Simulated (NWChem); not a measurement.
Molecule: InNH$_{3}$Cl; SMILES [Cl][InH][NH2]

```xyz
6

In    -0.3194     0.3626     0.0005
H     -1.9673     0.7803    -0.0765
Cl     0.2814    -1.9222    -0.0028
N      1.3284     1.5069    -0.0412
H      2.2295     1.0938     0.1753
H      1.3082     2.4888     0.2114
```
Atoms are numbered in this order, from 1.

Program: NWChem. The geometry was optimised at PBE0/def2-SVP. def2 effective core potentials on In; no spin-orbit coupling. B3LYP is NWChem's, with the RPA form of VWN correlation. Vertical excitations in the gas phase; the lowest state need not have the same character in each row.

```json
[
 {"level": "PBE/def2-SVP, full TDDFT", "lowest excitation, singlet (eV)": "4.50", "oscillator strength of that lowest state": "0.012", "lowest state with f > 0.02, singlet (eV)": "4.92", "oscillator strength of that bright state": "0.044", "orbital gap (eV)": "4.12"},
 {"level": "B3LYP/def2-SVP, full TDDFT", "lowest excitation, singlet (eV)": "4.92", "oscillator strength of that lowest state": "0.017", "lowest state with f > 0.02, singlet (eV)": "5.23", "oscillator strength of that bright state": "0.054", "orbital gap (eV)": "5.67"},
 {"level": "CAM-B3LYP/def2-SVP, full TDDFT", "lowest excitation, singlet (eV)": "5.39", "oscillator strength of that lowest state": "0.024", "lowest state with f > 0.02, singlet (eV)": "5.39", "oscillator strength of that bright state": "0.024", "orbital gap (eV)": "8.43"},
 {"level": "PBE0/def2-SVP, full TDDFT", "lowest excitation, singlet (eV)": "…", "oscillator strength of that lowest state": "0.021", "lowest state with f > 0.02, singlet (eV)": "…", "oscillator strength of that bright state": "0.021", "orbital gap (eV)": "…"}
]
```

What belongs in the gaps?


- PBE0/def2-SVP, full TDDFT, lowest excitation, singlet (eV): 5.15
- PBE0/def2-SVP, full TDDFT, lowest state with f > 0.02, singlet (eV): 5.15
- PBE0/def2-SVP, full TDDFT, orbital gap (eV): 6.19
